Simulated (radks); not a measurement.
Computed order of ionisation of gadolinium. At each step one electron was removed from each of the four highest sub-shells of the ion before, moves of one valence electron (up to charge 6) and the configuration listed by NIST were tried, and the lowest configuration was kept. Method: scalar-relativistic Kohn-Sham, BLYP, spin-polarised, spherical densities, finite nucleus; Fermi nuclear charge, rms radius of each element as measured or else 0.836 A^(1/3) + 0.57 fm; computed with a radial shooting solver on a logarithmic mesh with Libxc functionals. Open shells are filled with parallel spins first.

| species | lowest configuration found | NIST configuration | margin to the next tried (eV) | IE (eV) | NIST IE (eV) | kind |
|---|---|---|---|---|---|---|
| Gd | [Xe] 4f8 6s2 | [Xe] 4f7 5d1 6s2 lies 0.297 eV higher | 0.297 | 5.781 | 6.150 | exp. |
| Gd+ | [Xe] 4f8 6s1 | [Xe] 4f7 5d1 6s1 lies 0.598 eV higher | 0.598 | 11.711 | 12.08 | semi-emp. |
| Gd2+ | [Xe] 4f8 | [Xe] 4f7 5d1 lies 1.406 eV higher | 1.406 | 21.679 | 20.54 | semi-emp. |
| Gd3+ | [Xe] 4f7 | same | 12.836 | 45.169 | 44.4 | semi-emp. |
| Gd4+ | [Xe] 4f6 | same | 11.646 | 66.188 | - |  |
| Gd5+ | [Xe] 4f5 | [Kr] 4d10 4f6 5s2 5p5 lies 6.574 eV higher | 6.574 | 89.193 | 89 | theory |
| Gd6+ | [Xe] 4f4 | differs (not computed) | 0.624 | 107.86 | 106 | theory |
| Gd7+ | [Kr] 4d10 4f4 5s2 5p5 | differs (not computed) | 6.110 | 123.37 | 123 | theory |
| Gd8+ | [Kr] 4d10 4f4 5s2 5p4 | differs (not computed) | 9.576 | 139.16 | 144 | theory |
| Gd9+ | [Kr] 4d10 4f4 5s2 5p3 | differs (not computed) | 13.355 | 160.80 | 165 | theory |
| Gd10+ | [Kr] 4d10 4f4 5s2 5p2 | differs (not computed) | 11.848 | 177.89 | 183 | theory |
| Gd11+ | [Kr] 4d10 4f4 5s2 5p1 | differs (not computed) | 15.269 | 195.16 | 213 | theory |
| Gd12+ | [Kr] 4d10 4f4 5s2 | same | 19.017 | 235.66 | 246 | theory |
| Gd13+ | [Kr] 4d10 4f3 5s2 | differs (not computed) | 5.637 | 264.91 | 268 | theory |

Reference values: NIST Atomic Spectra Database (exp. = measured, semi-emp. = semi-empirical, theory = theoretical value adopted there). Open shells are spherical and high-spin; term and fine-structure splittings are not resolved. Spin-orbit splitting is averaged out at the scalar-relativistic level. Tried without a valid solution: [Xe] 4f8 5d1 6s1; [Xe] 4f9 6s1. No tabulated value is given for the 4+ ions of Nd, Pm and Eu to Yb, where it belongs to another shell than the one emptied here.
